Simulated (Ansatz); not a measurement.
`N[SiH](S)Cl` and `N[SiH](Cl)N[SiH3]` differ in one atom or group.

Ansatz, PBE0-D4/def2-TZVP geometries, multiplicity 1. Each molecule was computed in one conformer, which needn't be the lowest.

```csv
property,`N[SiH](S)Cl`
HOMO energy (ωB97M-V/def2-TZVPP) / eV,-9.91
LUMO energy (PBE/def2-TZVPP) / eV,-0.84
HOMO–LUMO gap (ωB97M-V/def2-TZVPP) / eV,11.79
HOMO energy (PBE0/def2-TZVPP) / eV,-7.71
HOMO energy (B3LYP/def2-TZVPP) / eV,-7.44
LUMO energy (ωB97M-V/def2-TZVPP) / eV,1.88
```

Give the same properties after the change, and the shifts. (An estimate is asked.)

Ansatz gave: 
| property | `N[SiH](Cl)N[SiH3]` | shift |
| --- | --- | --- |
| HOMO energy (ωB97M-V/def2-TZVPP) / eV | -10.05 | -0.14 |
| LUMO energy (PBE/def2-TZVPP) / eV | -0.45 | 0.39 |
| HOMO–LUMO gap (ωB97M-V/def2-TZVPP) / eV | 11.97 | 0.18 |
| HOMO energy (PBE0/def2-TZVPP) / eV | -7.75 | -0.04 |
| HOMO energy (B3LYP/def2-TZVPP) / eV | -7.52 | -0.08 |
| LUMO energy (ωB97M-V/def2-TZVPP) / eV | 1.92 | 0.04 |

B3LYP here is the variant with VWN-RPA as its local correlation; programs differ in this.
